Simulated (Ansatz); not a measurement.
Reaction (formal exchange of groups at the Si–Al bond): `[CH3][Al]([SiH3])[SiH3]` + `[NH2][AlH][OH]` → `[NH2][Al]([OH])[SiH3]` + `[CH3][AlH][SiH3]`

Program: Ansatz. Geometries: PBE0-D4/def2-TZVP. ΔE: electronic, gas phase. CBS: MP2 limit from def2 TZ/QZ plus the TZ coupled-cluster correction, frozen cores. This one scheme is used for every species. DFT in def2-TZVPP. One conformer a species, not always the lowest.

`[CH3][Al]([SiH3])[SiH3]`:

Cartesian coordinates in Å:
```
C 0.236 -0.998 -1.903
Al 0.061 -0.085 -0.182
Si -2.179 0.094 0.830
Si 1.989 0.878 1.007
H 1.258 -1.002 -2.289
H -0.098 -2.037 -1.815
H -0.410 -0.530 -2.654
H -2.188 0.812 2.136
H -2.769 -1.258 1.066
H -3.121 0.816 -0.077
H 3.290 0.706 0.297
H 2.137 0.261 2.358
H 1.794 2.342 1.227
```

`[NH2][AlH][OH]`:

Z-matrix (Å, degrees):
```
N
Al 1 1.760
H 1 1.006 2 124.4
H 1 1.007 2 125.1 3 -180.0
O 2 1.698 1 116.8 3 -180.0
H 2 1.579 1 120.8 3 -0.1
H 5 0.955 2 123.2 1 180.0
```

`[NH2][Al]([OH])[SiH3]`:

```xyz
10

N     1.366    1.541    0.102
Al    0.434    0.175   -0.509
O     0.803   -0.340   -2.085
Si   -1.284   -0.886    0.872
H     2.086    2.024   -0.410
H     1.249    1.945    1.016
H     0.367   -1.067   -2.523
H    -2.625   -0.828    0.222
H    -1.410   -0.236    2.207
H    -0.985   -2.329    1.108
```

`[CH3][AlH][SiH3]`:

```xyz
10

C     0.170    0.306    1.875
Al   -0.753    0.433    0.158
Si    0.244   -0.531   -1.875
H    -0.468   -0.186    2.617
H     1.115   -0.238    1.827
H     0.378    1.308    2.267
H    -2.161    1.176    0.093
H     0.487   -1.995   -1.708
H     1.575    0.086   -2.154
H    -0.587   -0.359   -3.101
```

**Question.** Is it downhill or uphill in electronic energy at CCSD(T)/CBS, and by how much? (Best estimate.)

**Answer.** The calculation gave: Nearly level: ΔE = +0.4 kcal/mol.

**Question.** What do these levels give: revPBE-D4, PBE-QIDH, r2SCAN, SCS-MP2/def2-TZVPP, CCSD/def2-TZVPP, SCS-MP2/def2-QZVPP? (An estimate is asked.)

**Answer.** Computed: revPBE-D4 0.5, PBE-QIDH 0.4, r2SCAN 0.3, SCS-MP2/def2-TZVPP 0.4, CCSD/def2-TZVPP 0.3, SCS-MP2/def2-QZVPP 0.4 kcal/mol.

Largest T1 diagnostic among the species: 0.013.

Leaving LDA and LC-ωPBE aside and taking each functional with its dispersion term where it has one, the values, not all of them listed here, spread over 0.4 kcal/mol, from ωB97X-V to B97M-V.
